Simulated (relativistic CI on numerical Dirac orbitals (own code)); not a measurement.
# K²⁺: calculation against measurement

Computed by Dirac-Coulomb-Breit CI, orbitals from a KLI potential per configuration, QED by a radiative potential, valence Slater integrals scaled by 0.85, configuration energies shifted to the measured levels that pair with them (semi-empirical) (own radial code, finite nucleus).

Configurations in the expansion (outside the closed core [Ne]): 3s2.3p5, 3s.3p6, 3s2.3p4.3d, 3s2.3p4.4s, 3s2.3p4.4p, 3s2.3p4.5s, 3s2.3p3.3d2, 3s.3p5.3d, 3s2.3p4.4d, 3s2.3p4.5p, 3s2.3p4.4f, 3s2.3p4.5d, 3s2.3p4.5f, 3s2.3p4.5g, 3p5.3d2, 3s.3p5.4s, 3p6.3d, 3s.3p4.3d2, 3s.3p5.4p, 3s.3p5.4d. Levels of other configurations are missing.

| Configuration | Term (tabulated) | J | Measured (cm⁻¹) | Computed | Error | Purity (%) |
| --- | --- | --- | --- | --- | --- | --- |
| 3s2.3p5 | 2P° | 3/2 | 0.0 | 0 | 0 | 97 |
| 3s2.3p5 | 2P° | 1/2 | 2165.4 | 2143 | -22 | 97 |
| 3s.3p6 | 2S | 1/2 | 130610.0 | 130617 | 7 | 70 |
| 3s2.3p4.3d | 2P | 1/2 | 183878.0 | 184428 | 550 | 97 |
| 3s2.3p4.3d | 2P | 3/2 | 185276.0 | 185818 | 542 | 95 |
| 3s2.3p4.3d | 2D | 3/2 | 190917.0 | 190929 | 12 | 97 |
| 3s2.3p4.3d | 2D | 5/2 | 192082.0 | 192070 | -12 | 96 |
| 3s2.3p4.3d | 2F | 5/2 | 201165.0 | 194797 | -6368 | 96 |
| 3s2.3p4.4s | 4P | 5/2 | 207421.9 | 207002 | -419 | 99 |
| 3s2.3p4.4s | 4P | 3/2 | 208687.8 | 208290 | -398 | 97 |
| 3s2.3p4.4s | 4P | 1/2 | 209461.3 | 209071 | -390 | 99 |
| 3s2.3p4.4s | 2P | 3/2 | 212725.4 | 212710 | -15 | 97 |
| 3s2.3p4.4s | 2P | 1/2 | 214232.3 | 214247 | 15 | 99 |
| 3s2.3p4.4s | 2D | 5/2 | 225051.0 | 225322 | 271 | 98 |
| 3s2.3p4.4s | 2D | 3/2 | 225084.0 | 225366 | 282 | 98 |
| 3s2.3p4.4p | 4P° | 5/2 | 237512.0 | 236993 | -519 | 97 |
| 3s2.3p4.4p | 4P° | 3/2 | 237912.2 | 237416 | -496 | 95 |
| 3s2.3p4.4p | 4P° | 1/2 | 238455.1 | 237958 | -497 | 97 |
| 3s2.3p4.4p | 4D° | 7/2 | 240829.9 | 240806 | -24 | 99 |
| 3s2.3p4.3d | 2P | 3/2 | 241042.0 | 244591 | 3549 | 67 |
| 3s2.3p4.4p | 4D° | 5/2 | 241443.5 | 241486 | 42 | 83 |
| 3s2.3p4.4s | 2S | 1/2 | 241667.0 | 250819 | 9152 | 82 |
| 3s2.3p4.4p | 4D° | 3/2 | 242165.3 | 242189 | 24 | 93 |
| 3s2.3p4.4p | 4D° | 1/2 | 242526.7 | 242554 | 27 | 98 |
| 3s2.3p4.3d | 2P | 1/2 | 242549.0 | 245716 | 3167 | 83 |
| 3s2.3p4.4p | 2D° † | 5/2 | 243120.6 | 243335 | 214 | 84 |
| 3s2.3p4.4p | 2D° † | 3/2 | 243448.2 | 245034 | 1586 | 56 |
| 3s2.3p4.4p | 2P° † | 3/2 | 243947.4 | 244077 | 130 | 55 |
| 3s2.3p4.3d | 2D † | 5/2 | 244523.0 | 226745 | -17778 | 96 |
| 3s2.3p4.4p | 2P° † | 1/2 | 245382.3 | 243806 | -1576 | 87 |
| 3s2.3p4.3d | 2D † | 3/2 | 246010.0 | 226351 | -19659 | 95 |
| 3s2.3p4.4p | 4S° | 3/2 | 246625.6 | 246436 | -190 | 98 |
| 3s2.3p4.5s | 2P | 3/2 | 262828.0 | 262642 | -186 | 74 |
| 3s2.3p4.5s | 2P | 1/2 | 263770.0 | 263956 | 186 | 96 |

Measured levels from Sansonetti, J. Phys. Chem. Ref. Data 37, 7 (2008); pairs were made by configuration, J and term (by order where the table uses no LS term), so strongly mixed levels may be paired wrongly.

Mean error by configuration (cm⁻¹): 3s2.3p5 -22; 3s.3p6 7; 3s2.3p4.3d 206; 3s2.3p4.4s 1062; 3s2.3p4.4p -204; 3s2.3p4.5s 0. Over the excited levels the mean absolute error is 1014 cm⁻¹ (33 of the 38 excited levels that our extract of the source holds in range could be paired, and the others can miss by more), and the median relative error of those above 1,000 cm⁻¹ is 0.13 %, both after the shifts were fitted to these levels, so that a configuration with one level shows no error. † marks terms whose computed intervals miss the measured ones by more than a factor of 2.5, or configurations far off the rest, from wrong mixing, a near crossing or a doubtful label or measurement; they are left out of the means.

Configurations whose levels could be paired with our table of measured levels were shifted onto them, all but the ground configuration, by the median error of their levels; single terms can still be off by 1,000 to 2,000 cm⁻¹ or more, and rates follow the energies as ν³ (E1, M1) or ν⁵ (E2). The others borrow a shift and can be off by several thousand cm⁻¹ or more. The fine structure of a lone outer electron comes out too small, for d and f at times inverted, and misplaced configurations move strength between like terms. 33 of the 38 excited levels that our extract of the measured tables holds in this range could be paired (the sources list more); they are missed by 2070 cm⁻¹ on average and 19659 at most, after the shifts were fitted to these levels, and levels without a partner can miss by more.

Shifts applied (cm⁻¹): 3s2.3p5 0; 3s.3p6 -10691; 3s2.3p4.3d -9086; 3s2.3p4.4s -17929; 3s2.3p4.4p -17112; 3s2.3p4.5s -44558.
